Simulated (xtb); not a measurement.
O3W, charge -1, doublet, at a GFN2-xTB geometry (such geometries of metal compounds can be far from the true shape) (the multiplicity is a formal guess); GFN2-xTB with ALPB(water) (xtb).

xtb was given this input:
```
$ xtb mol.xyz --gfn 2 --chrg -1 --uhf 1 --alpb water --json

# file mol.xyz
4

W      0.00000000     0.00000000     0.00000000
O      1.54088556    -0.32207064    -0.68740617
O     -0.49883780    -0.83178938     1.41769966
O     -1.04204776     1.15386002    -0.73029349
```

### Question
Write the output that xtb gives for this input, abridged.

### Answer

```
   ID    Z sym.   atoms
    1   74 W      1
    2    8 O      2-4

           -------------------------------------------------
          |                Calculation Setup                |
           -------------------------------------------------

           -------------------------------------------------
          |                 G F N 2 - x T B                 |
           -------------------------------------------------

      * Solvation model:               ALPB
        Solvent                        water
        Parameter file                 internal GFN2-xTB/ALPB
        Dielectric constant                8.0200E+01
        Reference state                gsolv [1 M gas/solution]
        Free energy shift                  1.0808E-03 Eh       6.7819E-01 kcal/mol
        Temperature                        2.9815E+02 K
        Density                            1.0000E+00 kg/L
        Solvent mass                       1.8000E+01 g/mol
        Interaction kernel             P16
        Born radius scaling (c1)           1.4744E+00
        Born radii integrator          GBOBC
        Born offset                        0.0000E+00 a0       0.0000E+00 AA
        H-bond correction              true
        Ion screening                  false
        Surface tension                    1.0000E-05 Eh       1.5569E+01 dyn/cm
        Grid points                               230 per atom

          ...................................................
          :                      SETUP                      :
          :.................................................:
          :  # basis functions                  22          :
          :  # atomic orbitals                  21          :
          :  # shells                            9          :
          :  # electrons                        25          :
          :  max. iterations                   250          :
          :  Hamiltonian                  GFN2-xTB          :
          :  restarted?                      false          :
          :  GBSA solvation                   true          :
          :  PC potential                    false          :
          :  electronic temp.          300.0000000     K    :
          :  accuracy                    1.0000000          :
          :  -> integral cutoff          0.2500000E+02      :
          :  -> integral neglect         0.1000000E-07      :
          :  -> SCF convergence          0.1000000E-05 Eh   :
          :  -> wf. convergence          0.1000000E-03 e    :
          :  Broyden damping             0.4000000          :
          :  net charge                         -1          :
          :  unpaired electrons                  1          :
          ...................................................

 iter      E             dE          RMSdq      gap      omega  full diag
   1     -2.0584909 -0.205849E+01  0.420E+01    1.60       0.0  T
   2     -9.7766543 -0.771816E+01  0.336E+01    0.00       1.0  T
   3    -12.5196580 -0.274300E+01  0.273E+01    0.00       1.0  T
   4    -12.8292957 -0.309638E+00  0.255E+01    0.00       1.0  T
   5     -1.5066190  0.113227E+02  0.134E+02    0.64       1.0  T
   6      0.7978331  0.230445E+01  0.130E+02    0.61       1.0  T
   7     -0.5262654 -0.132410E+01  0.115E+02    0.80       1.0  T
   8    -13.4473103 -0.129210E+02  0.333E+01    0.02       1.0  T
   9    -14.2836374 -0.836327E+00  0.181E+01    0.35       1.0  T
  10    -14.0061470  0.277490E+00  0.161E+01    0.31       1.0  T
  11    -14.0227523 -0.166053E-01  0.158E+01    0.40       1.0  T
  12    -14.6565109 -0.633759E+00  0.216E+01    1.62       1.0  T
  13    -14.7255907 -0.690798E-01  0.181E+01    1.78       1.0  T
  14    -14.6028336  0.122757E+00  0.206E+01    1.06       1.0  T
  15    -14.6813648 -0.785312E-01  0.186E+01    1.53       1.0  T
  16    -14.7183384 -0.369736E-01  0.165E+01    1.77       1.0  T
  17    -14.7302654 -0.119271E-01  0.110E+01    2.25       1.0  T
[...]
         :: total energy             -14.913162399846 Eh    ::
[...]

           -------------------------------------------------
          |                Property Printout                |
           -------------------------------------------------

    * Orbital Energies and Occupations

         #    Occupation            Energy/Eh            Energy/eV
      -------------------------------------------------------------
         1        2.0000           -0.6380920             -17.3634
         2        2.0000           -0.6040413             -16.4368
         3        2.0000           -0.6040410             -16.4368
         4        2.0000           -0.4105007             -11.1703
         5        2.0000           -0.3868669             -10.5272
         6        2.0000           -0.3868668             -10.5272
         7        2.0000           -0.3836363             -10.4393
         8        2.0000           -0.3706038             -10.0846
         9        2.0000           -0.3706036             -10.0846
        10        2.0000           -0.3471000              -9.4451
        11        2.0000           -0.3470999              -9.4451
        12        2.0000           -0.3417494              -9.2995
        13        1.0000           -0.3043039              -8.2805 (HOMO)
        14                         -0.1831337              -4.9833 (LUMO)
        15                         -0.1831336              -4.9833
        16                         -0.0376700              -1.0251
        17                         -0.0376700              -1.0251
        18                         -0.0283074              -0.7703
        19                          0.2540208               6.9123
        20                          0.4593302              12.4990
        21                          0.4593304              12.4990
      -------------------------------------------------------------
                  HL-Gap            0.1211702 Eh            3.2972 eV
             Fermi-level           -0.2833710 Eh           -7.7109 eV

     #   Z          covCN         q      C6AA      α(0)
     1  74 W        2.490     0.815   422.421    45.330
     2   8 O        0.830    -0.605    26.259     6.870
     3   8 O        0.830    -0.605    26.259     6.870
     4   8 O        0.830    -0.605    26.259     6.870

 Mol. C6AA /au·bohr⁶  :       1247.055520
 Mol. C8AA /au·bohr⁸  :     106354.436152
 Mol. α(0) /au        :         65.939385

Wiberg/Mayer (AO) data.
largest (>0.10) Wiberg bond orders for each atom

 ---------------------------------------------------------------------------
     #   Z sym  total        # sym  WBO       # sym  WBO       # sym  WBO
 ---------------------------------------------------------------------------
     1  74 W    6.075 --     2 O    2.025     3 O    2.025     4 O    2.025
     2   8 O    2.209 --     1 W    2.025
     3   8 O    2.209 --     1 W    2.025
     4   8 O    2.209 --     1 W    2.025
 ---------------------------------------------------------------------------

Topologies differ in total number of bonds
Writing topology from bond orders to xtbtopo.mol

molecular dipole:
                 x           y           z       tot (Debye)
 q only:        0.000      -0.000       0.000
   full:        0.000      -0.000       0.000       0.000
molecular quadrupole (traceless):
                xx          xy          yy          xz          yz          zz
 q only:       -2.458       4.161       2.669       3.259       5.835      -0.211
  q+dip:       -2.382       4.032       2.587       3.158       5.655      -0.205
   full:       -2.458       4.160       2.669       3.258       5.835      -0.211

           -------------------------------------------------
          | TOTAL ENERGY              -14.913162399846 Eh   |
          | GRADIENT NORM               0.011031295205 Eh/α |
          | HOMO-LUMO GAP               3.297209526634 eV   |
           -------------------------------------------------

normal termination of xtb
```
